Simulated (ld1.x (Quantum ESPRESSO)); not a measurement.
**Sm (Z = 62), TM: configuration errors across variants**

Sm, norm-conserving Troullier–Martins (Kleinman–Bylander form), made with ld1.x (Quantum ESPRESSO) 7.5 (PBEsol, scalar-relativistic). Core [Kr] 4d10, reference 4f6 5s2 5p6 5d0 6s0 6p0 (charge +2). Waves: 5s (bound): rc 2.15 bohr; 5p (bound): rc 2.50 bohr; 5d (bound, empty): rc 2.90 bohr; 4f (bound): rc 1.55 bohr. Local part: all-electron potential smoothed inside 1.45 bohr (lloc = -2). Core correction: none.

All-electron excitation energies from the reference (eV): (1) 4f6 5s2 5p6 5d0 6s2 6p0 -16.951; (2) 4f6 5s2 5p6 5d0 6s1 6p0 -10.987; (3) 4f5 5s2 5p6 5d0 6s0 6p0 23.882; (4) 4f6 5s2 5p6 5d0 6s0 6p1 -7.860; (5) 4f5 5s2 5p6 5d1 6s2 6p0 -13.981; (6) 4f6 5s2 5p6 5d1 6s0 6p0 -9.620; (7) 4f7 5s2 5p6 5d0 6s0 6p0 -9.004.

Errors AE − PS in meV (a dash: test not solved or not reliable):

```csv
change,(1),(2),(3),(4),(5),(6),(7),bound ghosts
base,+1091,+799,+299,+70,+2352,-2.5,+39,none
wave 5d (bound): rc 2.90 bohr becomes 5d (bound): rc 2.00 bohr,+1091,+799,+299,+70,+2353,-3.0,+39,none
wave 5d (bound): rc 2.90 bohr becomes 5d (bound): rc 2.76 bohr,+1091,+799,+299,+70,+2354,-2.7,+39,none
wave 5d (bound): rc 2.90 bohr becomes 5d (bound): rc 3.44 bohr,+1091,+799,+299,+70,+2337,+1.9,+39,none
wave 5d (bound): rc 2.90 bohr becomes 5d (bound): rc 3.88 bohr,+1091,+799,+299,+70,+2324,+12,+39,none
wave 5d (bound): rc 2.90 bohr becomes 5d (bound): rc 4.22 bohr,+1091,+799,+299,+70,+2311,+34,+39,none
```

Problem. Give the same row for: wave 5d (bound): rc 2.90 bohr becomes 5d (bound): rc 2.48 bohr.

Solution. +1091, +799, +299, +70, +2355, -2.7, +39; bound ghosts: none.
